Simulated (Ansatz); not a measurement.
(BeS)6 ring (Be₆S₆). Total charge 0; singlet. Geometry B3LYP-D4/def2-SVP; atoms count from 1.

```tsv
atom	x (Å)	y (Å)	z (Å)
Be1	-0.706	-2.605	-0.476
S2	1.101	-3.009	-0.892
Be3	1.752	-2.022	0.594
S4	2.390	-1.019	2.074
Be5	2.456	0.586	1.063
S6	2.493	2.190	0.048
Be7	0.694	2.601	0.490
S8	-1.115	2.982	0.921
Be9	-1.750	2.019	-0.587
S10	-2.361	1.031	-2.088
Be11	-2.447	-0.578	-1.084
S12	-2.509	-2.177	-0.062
```

Question: Estimate the Mulliken populations from the PBE0/def2-TZVP orbitals of Ansatz.

Answer: 
```json
{"atom": "Be1", "charge (e)": "0.13"}
{"atom": "S2", "charge (e)": "-0.13"}
{"atom": "Be3", "charge (e)": "0.13"}
{"atom": "S4", "charge (e)": "-0.13"}
{"atom": "Be5", "charge (e)": "0.13"}
{"atom": "S6", "charge (e)": "-0.13"}
{"atom": "Be7", "charge (e)": "0.13"}
{"atom": "S8", "charge (e)": "-0.13"}
{"atom": "Be9", "charge (e)": "0.13"}
{"atom": "S10", "charge (e)": "-0.13"}
{"atom": "Be11", "charge (e)": "0.13"}
{"atom": "S12", "charge (e)": "-0.13"}
```
Mulliken values depend strongly on the basis.

Question: And the Mayer bond orders between heavy atoms (over 0.3)?

Answer: Be1–S2 1.24 (1.90 Å); Be1–S12 1.24 (1.90 Å); S2–Be3 1.24 (1.90 Å); Be3–S4 1.24 (1.90 Å); S4–Be5 1.24 (1.90 Å); Be5–S6 1.24 (1.90 Å); S6–Be7 1.24 (1.90 Å); Be7–S8 1.24 (1.90 Å); S8–Be9 1.24 (1.90 Å); Be9–S10 1.24 (1.90 Å); S10–Be11 1.24 (1.90 Å); Be11–S12 1.24 (1.90 Å).
